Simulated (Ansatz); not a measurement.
Program: Ansatz. Geometries: PBE0-D4/def2-TZVP. ΔE: electronic, gas phase. CBS: MP2 limit from def2 TZ/QZ plus the TZ coupled-cluster correction, frozen cores. This one scheme is used for every species. Functionals use def2-TZVPP. For Se outer-core shells are correlated without core-valence functions, which leaves a few kJ/mol of doubt a bond. Scalar relativity is left out up to krypton. One conformer a species, not always the lowest.

Reaction (cleavage of the Al–Al bond): `[AlH2][AlH][SeH]` + `NBO` → `OB[NH][AlH2]` + `[AlH2][SeH]`

`[AlH2][AlH][SeH]`:

Cartesian coordinates in Å:
```
Al 0.793 -1.729 0.020
Al -0.559 0.453 0.309
Se 0.059 2.265 -1.021
H 0.366 -2.838 -1.041
H 2.090 -2.025 0.896
H -1.777 0.725 1.296
H -0.972 3.149 -0.459
```

`NBO`:

Z-matrix (Å, degrees):
```
N
B 1 1.397
H 1 1.003 2 122.7
H 1 1.006 2 122.6 3 -180.0
O 2 1.371 1 118.7 3 -180.0
H 2 1.202 1 119.9 3 -0.0
H 5 0.957 2 112.5 1 -180.0
```

`OB[NH][AlH2]`:

```xyz
9

O    -1.525    0.293   -1.127
B    -0.480    1.049   -0.684
N     0.541    0.543    0.177
Al    0.706   -1.103    0.855
H    -1.519   -0.617   -0.809
H    -0.455    2.188   -1.060
H     1.242    1.232    0.411
H     1.924   -1.455    1.795
H    -0.433   -2.128    0.442
```

`[AlH2][SeH]`:

Cartesian coordinates in Å:
```
Al 0.354 0.452 -0.407
Se -0.420 -0.444 1.582
H 1.272 1.732 -0.287
H -0.056 -0.231 -1.771
H -1.150 -1.509 0.883
```

| species | RPA@PBE/def2-TZVPP energy (Eh) |
| --- | --- |
| `[AlH2][AlH][SeH]` | -2886.75805 |
| `NBO` | -157.35712 |
| `OB[NH][AlH2]` | -400.02337 |
| `[AlH2][SeH]` | -2644.12202 |

Question: Work out ΔE.

Answer: ΔE = (-400.02337) + (-2644.12202) − (-2886.75805) − (-157.35712) = -0.03022 Eh = -79.3 kJ/mol. CCSD(T)/CBS gives -80.7 kJ/mol.

Largest T1 diagnostic among the species: 0.012.

Leaving LDA and LC-ωPBE aside and taking each functional with its dispersion term where it has one, the values, not all of them listed here, spread over 29.7 kJ/mol, from B97M-V to PBE-D4. LDA lies −7.6 kJ/mol from PBE without D4. From BLYP to BHLYP (50 % exact exchange), in def2-TZVPP and without D4, ΔE moves by −6.4 kJ/mol. The D4 term adds −3.5 kJ/mol with B3LYP and −1.6 kJ/mol with PBE0; it sums over pairs of atoms, weighted by their polarisabilities, and B3LYP, whose exchange is more repulsive, gets the larger term.

B3LYP here is the variant with VWN-RPA as its local correlation; programs differ in this.
